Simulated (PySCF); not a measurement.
# Magnetisability: SMILES C(CC#C)[Se]C#[N+][AlH3-], C₅H₈AlNSe

Molfile (atoms numbered from 1):
```
C5H8AlNSe
     RDKit          3D

 16 15  0  0  0  0  0  0  0  0999 V2000
   -3.5131   -0.4765    1.2223 C   0  0  0  0  0  0  0  0  0  0  0  0
   -2.8769    0.1921    0.4615 C   0  0  0  0  0  0  0  0  0  0  0  0
   -2.0758    0.9841   -0.4515 C   0  0  0  0  0  0  0  0  0  0  0  0
   -0.6242    0.5347   -0.3509 C   0  0  0  0  0  0  0  0  0  0  0  0
    0.5074    1.5970   -1.6070 Se  0  0  0  0  0  2  0  0  0  0  0  0
    1.9976    0.7472   -1.1359 C   0  0  0  0  0  0  0  0  0  0  0  0
    2.9323    0.1599   -0.7892 N   0  0  0  0  0  0  0  0  0  0  0  0
    3.2668   -1.3012    0.5101 Al  0  0  0  0  0  4  0  0  0  0  0  0
   -4.0864   -1.0537    1.8845 H   0  0  0  0  0  0  0  0  0  0  0  0
   -2.1689    2.0430   -0.1879 H   0  0  0  0  0  0  0  0  0  0  0  0
   -2.4508    0.8461   -1.4713 H   0  0  0  0  0  0  0  0  0  0  0  0
   -0.2200    0.6906    0.6507 H   0  0  0  0  0  0  0  0  0  0  0  0
   -0.5065   -0.5144   -0.6271 H   0  0  0  0  0  0  0  0  0  0  0  0
    3.8112   -2.3953   -0.4662 H   0  0  0  0  0  0  0  0  0  0  0  0
    4.2298   -0.5500    1.4876 H   0  0  0  0  0  0  0  0  0  0  0  0
    1.7698   -1.4946    1.0132 H   0  0  0  0  0  0  0  0  0  0  0  0
  1  2  3  0
  2  3  1  0
  3  4  1  0
  4  5  1  0
  5  6  1  0
  6  7  3  0
  7  8  1  0
  1  9  1  0
  3 10  1  0
  3 11  1  0
  4 12  1  0
  4 13  1  0
  8 14  1  0
  8 15  1  0
  8 16  1  0
M  CHG  2   7   1   8  -1
M  END
```

Method used: GIAO BP86/ANO-RCC-VDZP magnetisability, rotational g tensor and spin-rotation constants, non-relativistic, gas phase in PySCF. Geometry: GFN2-xTB.

The calculation is non-relativistic, which matters for the atoms heavier than Zn.

Question: What are the magnetisability and the molar susceptibility?

Answer: Isotropic -1606 × 10⁻³⁰ J/T², or -96.7 × 10⁻⁶ cm³/mol; principal values -1727, -1697, -1393 × 10⁻³⁰ J/T², anisotropy 320 × 10⁻³⁰ J/T² (root of half the summed squared differences of the principal values). The susceptibility is in cgs units.

Question: Split it along the inertial axes a, b, c into diamagnetic and paramagnetic parts about the centre of mass, with the quadrupole moment.

Answer: 
```csv
axis,χ (10⁻⁶ cm³/mol),diamagnetic (10⁻⁶ cm³/mol),paramagnetic (10⁻⁶ cm³/mol),summed x² of all electrons (Å²),quadrupole Θ (D Å)
a,-103.6,-958.9,855.3,460.2,-9.78
b,-102.6,-2045.6,1943.0,204.0,+6.52
c,-83.9,-2817.8,2733.9,22.0,+3.25
```
Anisotropies 2χaa − χbb − χcc = -20.7 and 2χbb − χaa − χcc = -17.7 × 10⁻⁶ cm³/mol. Θ is traceless in Buckingham's convention.

Question: And the rotational g tensor?

Answer: 
```
axis  rotational constant (GHz)        g  nuclear part  electronic part
   a                     1.3177  -0.0142        0.5153          -0.5295
   b                     0.6048  -0.0095        0.5426          -0.5521
   c                     0.4193  -0.0099        0.5286          -0.5385
```
Asymmetric top; isotopes 27Al, 12C, 1H, 14N, 80Se; no vibrational averaging.
